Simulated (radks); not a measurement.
The selenium ion Se5+, 29 electrons, occupied as [Ar] 3d10 4s1 (the NIST ground configuration).

All-electron calculation, scalar-relativistic Kohn-Sham, BLYP, spin-polarised, spherical densities, finite nucleus; open shells are filled with parallel spins first; Fermi nuclear charge, rms radius 4.14 fm. Program: a radial shooting solver on a logarithmic mesh with Libxc functionals.

Energy parts (hartree):
total: -2424.03694
kinetic: 2473.81446
electron-nucleus: -5769.08029
Hartree: 957.61701
exchange-correlation: -86.38812

Orbitals (lengths in bohr, moments of r in powers of bohr; <r^-3> diverges for s and p1/2; r(max) is where P^2 peaks):
| orbital | occ. | eigenvalue (hartree) | <r^4> | <r^-3> | r(max) | <r^2> |
|---|---|---|---|---|---|---|
| 1s up | 1 | -462.2761 | 0.00001762 | - | 0.02880 | 0.002616 |
| 1s down | 1 | -462.2714 | 0.00001762 | - | 0.02880 | 0.002616 |
| 2s up | 1 | -61.63604 | 0.003544 | - | 0.1644 | 0.04527 |
| 2s down | 1 | -61.63311 | 0.003544 | - | 0.1645 | 0.04527 |
| 2p up | 3 | -54.53839 | 0.002577 | 1228 | 0.1317 | 0.03583 |
| 2p down | 3 | -54.53523 | 0.002577 | 1228 | 0.1317 | 0.03583 |
| 3s up | 1 | -10.36924 | 0.2279 | - | 0.5019 | 0.3783 |
| 3s down | 1 | -10.36226 | 0.2269 | - | 0.5019 | 0.3777 |
| 3p up | 3 | -8.14703 | 0.2787 | 175.0 | 0.4997 | 0.4052 |
| 3p down | 3 | -8.13909 | 0.2767 | 175.3 | 0.4997 | 0.4042 |
| 3d up | 5 | -4.47076 | 0.4887 | 20.29 | 0.4511 | 0.4776 |
| 3d down | 5 | -4.45976 | 0.4774 | 20.39 | 0.4508 | 0.4731 |
| 4s up | 1 | -2.81485 | 10.27 | - | 1.391 | 2.650 |
| 4s down | 0 | -2.75870 | 10.49 | - | 1.390 | 2.671 |

The highest occupied level is 4s up at -76.596 eV. The electron density at the nucleus is 4.028e+04 e/bohr^3 (large components only). The density falls to 0.001 e/bohr^3 at r = 2.66 bohr. For comparison, the ionisation energy in NIST's Atomic Spectra Database is 81.83 eV (measured). In exact Kohn-Sham theory the highest level is minus the ionisation energy, but local and semilocal functionals leave it too shallow, through self-interaction and a potential that decays too fast; potentials with the right tail come closer. Spin moment in Bohr magnetons: 1. Summed over all electrons, <r^2> = 10.90 bohr^2, which gives a Langevin (diamagnetic) susceptibility term of -8.63 x 10^-6 cm^3/mol. The spin density at the nucleus is 42.89 e/bohr^3 (1s 0.25, 2s 0.11, 3s -0.15, 4s 42.68).
